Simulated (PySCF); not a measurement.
Splitting trees

Geometry:
```csv
atom,x (Å),y (Å),z (Å)
C1,-1.214,-0.141,1.615
C2,-1.087,-0.612,0.369
C3,-0.180,-0.140,-0.690
C4,-0.500,-0.351,-1.982
C5,1.077,0.563,-0.375
C6,1.783,0.540,0.757
F7,1.567,1.248,-1.417
H8,-0.606,0.681,1.998
H9,-1.968,-0.558,2.287
H10,-1.767,-1.409,0.047
H11,-1.415,-0.885,-2.249
H12,0.135,0.012,-2.791
H13,2.727,1.085,0.815
H14,1.446,-0.040,1.613
```

- structure optimised with PBE0-D3(BJ)/def2-SVP
- J: B3LYP/pcJ-1 (spin–dipole term only in couplings to heteroatoms)
- NMR shieldings at B97-2/pcSseg-2/GIAO
- run in PySCF 2.14.0 with density-fitted response routines
- non-relativistic, one computed conformer, no solvent model

References, each an isolated molecule treated in the same way: $^{13}$C (σ = 183.46 ppm) and $^{1}$H (σ = 31.36 ppm) vs TMS.

Spectrometer: 500 MHz for $^{1}$H. First-order analysis; couplings under 1 Hz (under 4 Hz in carbon signals) are ignored, and nearly equal couplings are merged; the smaller ones broaden or split the lines further.

Question: What pattern does C1 show in the proton-coupled $^{13}$C spectrum?

Answer: A doublet of doublets at δ 125.3: 170.2 Hz to H9 (1 × $^{1}$H, 1 bond away), 168.1 Hz to H8 (1 × $^{1}$H, 1 bond away). Lines in Hz from the centre (relative intensity): +169.2 (1), +1.1 (1), -1.1 (1), -169.2 (1). The outer lines are 338.3 Hz apart, the sum of the couplings kept, or 2.691 ppm at this field.

Question: What pattern does H11 show ($^{1}$H)?

Answer: A doublet of sextets at δ 5.41: 4.6 Hz to F7 (1 × $^{19}$F, 4 bonds away), 1.4 Hz to H13 and H12 and H10 and H14 and H9 (5 × $^{1}$H, 2 or 4 or 5 bonds away). Lines in Hz from the centre (relative intensity): +5.8 (1), +4.4 (5), +3.0 (10), +1.6 (10), +1.2 (1), +0.2 (5), -0.2 (5), -1.2 (1), -1.6 (10), -3.0 (10), -4.4 (5), -5.8 (1). The outer lines are 11.6 Hz apart, the sum of the couplings kept, or 0.023 ppm at this field.

Question: What pattern does H13 show ($^{1}$H)?

Answer: A doublet of triplets of doublets at δ 5.04: 16.8 Hz to F7 (1 × $^{19}$F, 3 bonds away), 1.9 Hz to H11 and H14 (2 × $^{1}$H, 2 or 5 bonds away), 1.0 Hz to H12 (1 × $^{1}$H, 5 bonds away). Lines in Hz from the centre (relative intensity): +10.8 (1), +9.8 (1), +8.9 (2), +7.9 (2), +7.0 (1), +6.0 (1), -6.0 (1), -7.0 (1), -7.9 (2), -8.9 (2), -9.8 (1), -10.8 (1). The outer lines are 21.6 Hz apart, the sum of the couplings kept, or 0.043 ppm at this field.

Question: What pattern does H12 show ($^{1}$H)?

Answer: A doublet of quartets at δ 5.89: 3.6 Hz to F7 (1 × $^{19}$F, 4 bonds away), 1.3 Hz to H11 and H9 and H13 (3 × $^{1}$H, 2 or 5 bonds away). Lines in Hz from the centre (relative intensity): +3.8 (1), +2.5 (3), +1.1 (3), +0.1 (1), -0.1 (1), -1.1 (3), -2.5 (3), -3.8 (1). The outer lines are 7.5 Hz apart, the sum of the couplings kept, or 0.015 ppm at this field.

Unscaled 3J(H,H) at this level run about 10 % above measured values.
